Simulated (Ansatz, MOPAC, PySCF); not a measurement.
A homologous series of growing length: aromatic ring ions. All species are isolated molecules in the gas phase. Strings in code marks are SMILES.

Quantity: vertical ionisation energy (energy after one electron is removed minus that of the parent at the parent's geometry), in eV.

Level 1: frozen-core CCSD(T)/cc-pVTZ // PBE0-D3(BJ)/def2-SVP (Ansatz, a quantum-chemistry and plane-wave program)
Level 2: PBE0-D4/def2-TZVP // PBE0-D3(BJ)/def2-SVP (PySCF)
Level 3: minus the HOMO energy of HF/STO-3G // PBE0-D3(BJ)/def2-SVP (PySCF)
Level 4: minus the HOMO energy of PM3 // PBE0-D3(BJ)/def2-SVP (MOPAC)

| species | level 2 | level 3 | level 4 |
|---|---|---|---|
| `c1c[cH+]1` | 20.58 | 20.94 | 20.18 |

Question: What does level 1 give for each?

Answer: 
- `c1c[cH+]1`: 20.66
